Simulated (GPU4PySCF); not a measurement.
Computed IR spectrum (relative IR intensity) of a molecule C9H14O3Si. Geometry optimised at ωB97X-D3(BJ)/def2-TZVP. One conformer was computed; it need not be the lowest. Level of theory: GPU4PySCF with ωB97X-D3(BJ)/def2-TZVP. Frequencies are harmonic and unscaled.

```json
[
 {"ν (cm⁻¹)": "177", "relative intensity": "3.6"},
 {"ν (cm⁻¹)": "299", "relative intensity": "2.0"},
 {"ν (cm⁻¹)": "396", "relative intensity": "2.2"},
 {"ν (cm⁻¹)": "495", "relative intensity": "20"},
 {"ν (cm⁻¹)": "503", "relative intensity": "5.7"},
 {"ν (cm⁻¹)": "683", "relative intensity": "3.0"},
 {"ν (cm⁻¹)": "724", "relative intensity": "8.7"},
 {"ν (cm⁻¹)": "771", "relative intensity": "7.3"},
 {"ν (cm⁻¹)": "779", "relative intensity": "28"},
 {"ν (cm⁻¹)": "856", "relative intensity": "18"},
 {"ν (cm⁻¹)": "860", "relative intensity": "34"},
 {"ν (cm⁻¹)": "1135", "relative intensity": "100"},
 {"ν (cm⁻¹)": "1141", "relative intensity": "61"},
 {"ν (cm⁻¹)": "1171", "relative intensity": "20"},
 {"ν (cm⁻¹)": "1218", "relative intensity": "11"},
 {"ν (cm⁻¹)": "1221", "relative intensity": "40"},
 {"ν (cm⁻¹)": "1229", "relative intensity": "4.5"},
 {"ν (cm⁻¹)": "1483", "relative intensity": "3.2"},
 {"ν (cm⁻¹)": "1508", "relative intensity": "4.1"},
 {"ν (cm⁻¹)": "1511", "relative intensity": "2.2"},
 {"ν (cm⁻¹)": "3035", "relative intensity": "22"},
 {"ν (cm⁻¹)": "3042", "relative intensity": "15"},
 {"ν (cm⁻¹)": "3098", "relative intensity": "15"},
 {"ν (cm⁻¹)": "3106", "relative intensity": "7.6"},
 {"ν (cm⁻¹)": "3138", "relative intensity": "21"},
 {"ν (cm⁻¹)": "3212", "relative intensity": "4.6"},
 {"ν (cm⁻¹)": "3220", "relative intensity": "3.5"}
]
```

**Question.** Pick the molecule that these values belong to.
A) COC(=O)c1cocc1[Si](C)(C)C
B) C#C/C=C/C=C/[Si](OC)(OC)OC
C) C#C/C(=C\C=C)[Si](OC)(OC)OC
D) CO[Si](OC)(OC)c1ccccc1

**Answer.** D, CO[Si](OC)(OC)c1ccccc1
